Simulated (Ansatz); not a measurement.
Geometry optimisation, UKS PBE-D4/def2-SVP (Ansatz 0.2.0).

input.yaml

```yaml
crystal:
  periodic: [false, false, false]
  atoms:
    - { symbol: B, position_ang: [0.159752, -0.191893, 0.280761] }
    - { symbol: Cl, position_ang: [0.441374, -1.509087, 1.538022] }
    - { symbol: "N", position_ang: [1.213353, 0.142926, -0.562599] }
    - { symbol: H, position_ang: [2.137666, -0.279699, -0.4945] }
    - { symbol: H, position_ang: [1.098949, 0.793649, -1.340309] }
    - { symbol: F, position_ang: [-1.084187, 0.311251, 0.158397] }
    - { symbol: F, position_ang: [-0.165106, 0.732852, 2.925228] }
magnetization:
  spin_polarized: true
  initial_magnetization: 1
basis:
  gaussian: { orbitals: def2-SVP }
hamiltonian:
  xc: pbe
  dispersion: d4
relax:
  f_tol: 0.03
  max_steps: 50
```

Launched with:

```bash
$ ansatz run input.yaml --threads 2 --pin off --max-ram 3072MiB --backend cpu --events-out ev --progress --plain --runs-dir out
```

Q: Where does it end, and by what steps?

A: The forces met the threshold. After 16 steps the energy has fallen by 2.451 eV; F7 moved furthest, 1.08 Å. Joined: B1–F7 (2.82 → 1.35 Å).

| step | energy less start (eV) | largest force component (eV/Å) | accepted |
| --- | --- | --- | --- |
| 0 | 0.0000 | 0.903 | yes |
| 1 | -0.2017 | 0.458 | yes |
| 2 | -0.2313 | 0.666 | yes |
| 3 | -0.3065 | 0.283 | yes |
| 4 | -0.3797 | 0.456 | yes |
| 5 | -0.4818 | 0.829 | yes |
| 6 | -0.6465 | 1.557 | yes |
| 7 | -0.9738 | 3.000 | yes |
| 8 | -1.7706 | 1.480 | yes |
| 9 | -2.0589 | 1.010 | yes |
| 10 | -2.1817 | 1.059 | yes |
| 11 | -2.2874 | 1.502 | yes |
| 12 | -2.3933 | 0.382 | yes |
| 13 | -2.4234 | 0.443 | yes |
| 14 | -2.4447 | 0.211 | yes |
| 15 | -2.4484 | 0.235 | yes |
| 16 | -2.4513 | 0.014 | yes |

```xyz
7
Properties=species:S:1:pos:R:3
B 0.031 0.185 0.788
Cl 0.352 -1.808 0.891
N 1.151 0.248 -0.246
H 2.137 0.221 0.038
H 0.989 -0.028 -1.221
F -1.202 0.422 0.281
F 0.343 0.759 1.974
```

Whether the end is a true minimum wasn't checked by a vibrational analysis.

Run time: 43 s on 2 threads of Arm Neoverse V2, on a shared host, peak memory 0.18 GiB.
